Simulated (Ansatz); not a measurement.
A made-up structure of LiAlClO, doublet:

```xyz
4
angstrom
Li -0.4046 -1.3389 2.2437
O 0.1696 -0.2148 0.9245
Al 0.6472 0.8593 -0.5078
Cl -0.4122 0.6944 -2.6604
```

It is relaxed with PBE-D4/def2-SVP and then PBE0-D4/def2-TZVP (Ansatz 0.2.0). Atoms count as bonded within 1.22 times the sum of their covalent radii (H–H: 0.88 Å). The end point is not checked to be a true minimum.

(1) Does its bonding change? (A judgement: the text doesn't fix the answer.)

Answers

(1) The calculation gives: No: no bond forms or breaks.

Where it ends: The first stage lowers the energy by 0.79 eV in 7 steps. It ends as LiAlClO ([Li][O][Al][Cl]):
```
4
angstrom
Li -0.3580 -1.1939 2.0075
O 0.1479 -0.1945 0.8233
Al 0.5766 0.7661 -0.4537
Cl -0.3665 0.6222 -2.3771
```

Labels in which every atom is bracketed show which atoms are joined, not bond orders.

For scale, one of the runs: PBE0-D4/def2-TZVP relaxation, 119 basis functions, launched by `ansatz run in.yaml --threads 2 --pin off --events-out ev --progress --plain --max-ram 4352MiB`. Hardware: 2 CPU threads of an Arm Neoverse V2, shared host. Wall time about 22 s.
